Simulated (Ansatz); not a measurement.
`[SiH3][SiH2][GaH2]` + HCl → `[SiH3][SiH2]Cl` + `[GaH3]` at 500 K and 1 bar (cleavage of the Si–Ga bond).

Gas-phase electronic energies from Ansatz, PBE0-D4/def2-TZVP geometries. CCSD(T)/CBS adds triple-zeta CCSD(T) − MP2 to the extrapolated MP2 energy (def2 sets, frozen cores). This one scheme is used for every species. For Ga outer-core shells are correlated without core-valence functions, which leaves a few kJ/mol of doubt a bond. Scalar relativity is left out up to krypton.

| species | CCSD(T)/CBS energy (Eh) | H − E (kJ/mol) | S (J/(mol·K)) |
| --- | --- | --- | --- |
| `[SiH3][SiH2][GaH2]` | -2506.27760 | 193.7 | 437.7 |
| HCl | -460.38127 | 32.5 | 201.9 |
| `[SiH3][SiH2]Cl` | -1040.97629 | 152.8 | 377.4 |
| `[GaH3]` | -1925.70545 | 69.3 | 243.1 |

H − E and S are ideal-gas, rigid-rotor, harmonic terms from PBE0-D4/def2-TZVP. 1 Eh = 2625.50 kJ/mol, R = 8.31446 J/(mol·K).

Question: By hand: ΔE, ΔH, ΔS and ΔG.

Answer: ΔE = (-1040.97629) + (-1925.70545) − (-2506.27760) − (-460.38127) = -0.02287 Eh = -60.0 kJ/mol. Δ(H − E) = 152.8 + 69.3 − 193.7 − 32.5 = -4.1, so ΔH = -64.1 kJ/mol. ΔS = 377.4 + 243.1 − 437.7 − 201.9 = -19.1 J/(mol·K). ΔG = -64.1 − 500 × (-19.1)/1000 = -54.5 kJ/mol.

Question: By hand: the equilibrium constant, and the temperature at which ΔG would vanish if ΔH and ΔS stayed fixed.

Answer: log₁₀ K = −ΔG/(RT ln 10) = 5.7. ΔG = 0 at ΔH/ΔS = 3356 K, far beyond where these terms or the molecules hold.

ΔH outweighs TΔS. A doubt of 5 kJ/mol in ΔE shifts log₁₀ K by 0.5 here. These are equilibria of isolated gas molecules and say nothing of rates. Largest T1 diagnostic: 0.014 (customary marks: 0.02 for closed shells, 0.045 for open ones).
